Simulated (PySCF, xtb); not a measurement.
B(F)(Cl)(NMe2) (C₂H₆BClFN), SMILES CN(C)B(F)Cl.

GFN2-xTB (xtb) at its own geometry gives an orbital gap of 5.76 eV and a dipole moment of 3.93 D.

Coordinates come from a B3LYP-D3(BJ)/def2-SVP optimisation. Other conformers were not sampled.

Q: What does ωB97X/def2-TZVP (PySCF) give? (The exact figures need the calculation; the answer reports its results.)

A: gap 12.58 eV (levels -9.84 and 2.74 eV), dipole 2.92 D.
